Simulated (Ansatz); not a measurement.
Calculated with Ansatz (gas phase, PBE0-D4/def2-TZVP geometries, no zero-point term in ΔE). CCSD(T)/CBS is the MP2 limit (def2-TZVPP, def2-QZVPP) plus CCSD(T) − MP2 in def2-TZVPP, frozen cores. This one scheme is used for every species. Functionals use def2-TZVPP. One conformer a species, not always the lowest.

`FBOC[SiH3]` + `OBCl` → `[SiH3]OBCl` + `COBF`  (ligand exchange at the Si–C bond)

```json
{"species": "`FBOC[SiH3]`", "ωB97X-V energy (Eh)": "-531.20139"}
{"species": "`OBCl`", "ωB97X-V energy (Eh)": "-561.52307"}
{"species": "`[SiH3]OBCl`", "ωB97X-V energy (Eh)": "-852.21333"}
{"species": "`COBF`", "ωB97X-V energy (Eh)": "-240.54904"}
```

(1) Work out ΔE.

Largest T1 diagnostic among the species: 0.013.

## Answers

(1) ΔE = (-852.21333) + (-240.54904) − (-531.20139) − (-561.52307) = -0.03791 Eh = -99.5 kJ/mol. CCSD(T)/CBS gives -102.1 kJ/mol.

In def2-TZVPP, CCSD(T) changes the Hartree–Fock value by +20.9 kJ/mol (the triples alone add +2.8 kJ/mol) and MP2 by +17.3 kJ/mol. From PBE to PBE0 (25 % exact exchange), in def2-TZVPP and without D4, ΔE moves by −6.6 kJ/mol.
